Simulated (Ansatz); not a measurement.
`OC(=[Se])O[SiH3]` + `OBCl` → `[SiH3]OBCl` + `OC(O)=[Se]`  (ligand exchange at the Si–O bond)

Calculated with Ansatz (gas phase, PBE0-D4/def2-TZVP geometries, no zero-point term in ΔE). CCSD(T)/CBS adds triple-zeta CCSD(T) − MP2 to the extrapolated MP2 energy (def2 sets, frozen cores). This one scheme is used for every species. Functionals use def2-TZVPP. B3LYP here is the variant with VWN-RPA as its local correlation; programs differ in this. For Se outer-core shells are correlated without core-valence functions, which leaves a few kJ/mol of doubt a bond. Scalar relativity is left out up to krypton. Each species was taken in one conformer, which may not be the lowest.

`OC(=[Se])O[SiH3]`:

Cartesian coordinates in Å:
```
O -0.367 -1.385 -1.824
C -0.332 -0.844 -0.623
Se -1.068 -1.586 0.843
O 0.305 0.291 -0.649
Si 0.515 1.228 0.758
H -0.849 -2.220 -1.745
H -0.797 1.659 1.280
H 1.274 2.376 0.214
H 1.319 0.482 1.747
```

`OBCl`:

Cartesian coordinates in Å:
```
O -0.391 0.396 -0.904
B 0.344 0.140 0.186
Cl -0.111 -1.144 1.310
H -1.160 -0.176 -0.999
H 1.318 0.785 0.407
```

`[SiH3]OBCl`:

Cartesian coordinates in Å:
```
Si 0.239 0.274 -1.154
O -0.437 -0.668 0.046
B -0.444 -0.571 1.377
Cl 0.385 0.767 2.189
H 1.711 0.313 -0.989
H -0.123 -0.381 -2.430
H -0.328 1.642 -1.094
H -1.003 -1.376 2.054
```

`OC(O)=[Se]`:

Cartesian coordinates in Å:
```
O 0.595 -0.900 0.740
C -0.003 -0.001 -0.009
O -0.105 1.126 0.657
Se -0.590 -0.273 -1.684
H 0.651 -1.712 0.219
H -0.547 1.760 0.077
```

```csv
level,ΔE (kJ/mol),difference from CCSD(T)/CBS
PBE-D4,2.2,1.8
r2SCAN-D4,-2.0,-2.4
PBE0-D4,0.1,-0.3
B3LYP-D4,-2.1,-2.5
ωB97X-V,-2.2,-2.6
ωB97M-V,-1.1,-1.5
B2PLYP,-2.7,-3.1
PBE,0.6,0.2
r2SCAN,-2.4,-2.8
PBE0,-1.3,-1.7
B3LYP,-4.8,-5.2
HF/def2-TZVPP,-12.6,-13.0
MP2/def2-TZVPP,1.2,0.8
SCS-MP2/def2-TZVPP,-1.3,-1.7
CCSD/def2-TZVPP,-2.2,-2.6
CCSD(T)/def2-TZVPP,-0.1,-0.5
HF/def2-QZVPP,-13.1,-13.5
MP2/def2-QZVPP,1.3,0.9
SCS-MP2/def2-QZVPP,-1.3,-1.7
HF/CBS(def2),-13.1,-13.5
MP2/CBS(def2),1.7,1.3
CCSD/CBS(def2),-1.7,-2.1
CCSD(T)/CBS,0.4,0
```

Largest T1 diagnostic among the species: 0.016.

In def2-TZVPP, CCSD(T) changes the Hartree–Fock value by +12.5 kJ/mol (the triples alone add +2.1 kJ/mol) and MP2 by +13.8 kJ/mol.
